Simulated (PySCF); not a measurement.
Species: hexafluorophosphate, PF6 (charge -1).
Geometry (PBE0-D3(BJ)/def2-TZVP, Å), atoms numbered from 1 in this order:
```xyz
7
PF6 angstrom
F     -1.0755    0.2774   -1.1777
P      0.0048   -0.0045   -0.0072
F      1.2037    0.4066   -1.0133
F     -1.1931   -0.4147    0.9999
F      0.1265   -1.5438   -0.4903
F     -0.1179    1.5352    0.4748
F      1.0853   -0.2847    1.1636
```

Level: wB97X-D/pcSseg-2 in PySCF, non-relativistic, on one gas-phase PBE0-D3(BJ)/def2-TZVP geometry that isn't relaxed in the solvent. The solvent is an IEF-PCM continuum (van der Waals radii × 1.2). The model holds no explicit solvent molecules, cavitation or dispersion.

Gas phase at wB97X-D/pcSseg-2: HOMO -7.48 eV, LUMO 9.31 eV.

Question: What does the continuum do to the energy and the frontier levels at wB97X-D/pcSseg-2 in chloroform?

Answer: 
```
   solvent      ε  E(solvent) − E(gas) (kcal/mol)  polarisation term (kcal/mol)  distortion of the solute (kcal/mol)  HOMO (eV)  LUMO (eV)
chloroform  4.711                          -43.62                        -43.65                                 0.03     -11.33       5.51
```

The polarisation term is half the interaction of the solute with the surface charges that it induces; the rest is the cost of distorting the solute's density. The sum is the electrostatic part of solvation alone.

Question: Which radius a makes Born's formula ΔE = −(q²/2a)(1 − 1/ε) give the value in chloroform?

Answer: a = q²(1 − 1/ε)/(2|ΔE|) = 3.00 Å, with q = -1 e and |ΔE| = 0.0695 Eh; the farthest nucleus lies 1.62 Å from the centroid of the nuclei. The formula assumes a point charge at the centre of a sphere.

wB97X-D is run here without its empirical dispersion term; that term would change no orbital, density or response property at a fixed geometry.
